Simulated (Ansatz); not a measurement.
Calculation: frozen-core CCSD(T)/def2-TZVPP // B3LYP-D3(BJ)/def2-TZVP run with Ansatz (a first-principles code).

Ansatz 0.2 input:
```yaml
crystal:
  periodic: [false, false, false]
  atoms:
    - { symbol: O, position_ang: [-0.60396, 1.703864, -0.751595] }
    - { symbol: Sn, position_ang: [0.0, 0.000097, -0.000075] }
    - { symbol: O, position_ang: [0.581192, -1.357186, -1.285494] }
    - { symbol: O, position_ang: [-1.542104, -0.760416, 0.93582] }
    - { symbol: O, position_ang: [1.564867, 0.413749, 1.101024] }
    - { symbol: H, position_ang: [-1.564069, 1.745254, -0.833654] }
    - { symbol: H, position_ang: [1.539128, -1.365574, -1.397486] }
    - { symbol: H, position_ang: [-1.56793, -1.722497, 0.872523] }
    - { symbol: H, position_ang: [1.592874, 1.342711, 1.358938] }
basis:
  gaussian: { orbitals: def2-TZVPP }
correlation:
  method: ccsd_t
```

Output:

```
Functional definition: HF
1602 factors; integrals over basis functions are off by at most 5.1e-4 eV
mean field evaluation 1: about -14015.6853 eV, gradient 6.7e1 eV
mean field evaluation 2: about -14015.8968 eV, gradient 6.7e1 eV
mean field evaluation 4: about -14023.2615 eV, gradient 3.0e0 eV
mean field evaluation 8: about -14023.3212 eV, gradient 1.9e-1 eV
mean field evaluation 16: about -14019.6940 eV, gradient 4.7e1 eV
mean field -14023.32134288 eV, -515.3475540022 hartree, gradient 2.7e-6 eV, S^2 0.000000; 0 other end points of the search recorded, 0 dependent functions left out
8 core orbitals not correlated
reference -14023.32134288 eV, -515.3475540022 hartree; 21, 21 occupied and 201, 201 virtual orbitals, 1602 factors
second order -35.29728679 eV of doubles, -0.00000000 eV of singles
cycle   1  -34.13093260 eV  change     1.2e0 eV  update   1.4e-1
cycle   2  -34.94406206 eV  change   -8.1e-1 eV  update   4.3e-2
cycle   3  -35.14277594 eV  change   -2.0e-1 eV  update   2.2e-2
cycle   4  -35.11948108 eV  change    2.3e-2 eV  update   5.8e-3
cycle   5  -35.11483026 eV  change    4.7e-3 eV  update   2.6e-3
cycle   6  -35.11695918 eV  change   -2.1e-3 eV  update   9.3e-4
cycle   7  -35.11665157 eV  change    3.1e-4 eV  update   3.5e-4
cycle   8  -35.11645779 eV  change    1.9e-4 eV  update   1.0e-4
cycle   9  -35.11649895 eV  change   -4.1e-5 eV  update   4.2e-5
cycle  10  -35.11651227 eV  change   -1.3e-5 eV  update   1.3e-5
perturbative correction -1.25878850 eV, -0.0462596242 hartree
Total energy: -14059.69664365 eV, -516.6843216494 hartree
```

Cost: very roughly 3 core-minutes.
